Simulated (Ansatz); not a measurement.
Job for Ansatz (a quantum-chemistry and plane-wave program): R-wB97X-V/def2-TZVPP on GeH3N (SMILES [NH2][GeH]), a point of a torsion scan.

Ansatz 0.2 input:
```yaml
crystal:
  periodic: [false, false, false]
  atoms:
    - {symbol: N, position_ang: [-0.55150967, -0.03429413, 0.02552272]}
    - {symbol: Ge, position_ang: [0.92886460, -1.03492298, -0.27470985]}
    - {symbol: H, position_ang: [-1.42801510, -0.44339655, 0.31344037]}
    - {symbol: H, position_ang: [-0.74402559, 0.84777628, -0.42631371]}
    - {symbol: H, position_ang: [1.51194970, 0.01877274, -1.39687755]}
basis:
  gaussian:
    orbitals: def2-TZVPP
hamiltonian:
  xc: {name: wB97X-V}
scf: {lower_state_search: off}
```

### Question
What total energy does the run end on?

### Answer
-2133.3590 hartree.
